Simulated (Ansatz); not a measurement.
One change: `[OH][InH][SH]` becomes `[OH][InH][OH]`.

Ansatz, PBE0-D4/def2-TZVP geometries, multiplicity 1. Each molecule was computed in one conformer, which needn't be the lowest.

Elements past krypton have def2 core potentials.

```tsv
property	`[OH][InH][SH]`
HOMO–LUMO gap (B3LYP/def2-TZVPP) / eV	5.75
LUMO energy (ωB97M-V/def2-TZVPP) / eV	0.23
HOMO–LUMO gap (PBE/def2-TZVPP) / eV	4.36
HOMO–LUMO gap (PBE0/def2-TZVPP) / eV	6.27
size of the dipole moment (B3LYP/def2-TZVPP) / D	2.13
HOMO–LUMO gap (ωB97M-V/def2-TZVPP) / eV	9.92
```

Give the same properties after the change, and the shifts. (An estimate is asked.)

Ansatz gave: 
```csv
property,`[OH][InH][OH]`,shift
HOMO–LUMO gap (B3LYP/def2-TZVPP) / eV,6.62,0.87
LUMO energy (ωB97M-V/def2-TZVPP) / eV,0.34,0.11
HOMO–LUMO gap (PBE/def2-TZVPP) / eV,4.72,0.36
HOMO–LUMO gap (PBE0/def2-TZVPP) / eV,7.22,0.95
size of the dipole moment (B3LYP/def2-TZVPP) / D,2.29,0.16
HOMO–LUMO gap (ωB97M-V/def2-TZVPP) / eV,11.08,1.16
```

With PBE0 the HOMO falls by 0.76 eV and the LUMO rises by 0.18 eV, so the gap widens by about 0.94 eV. PBE moves the HOMO by -0.35 eV and ωB97M-V by -1.05 eV. Dipoles are sizes alone; their direction can turn.

B3LYP here is the variant with VWN-RPA as its local correlation; programs differ in this.
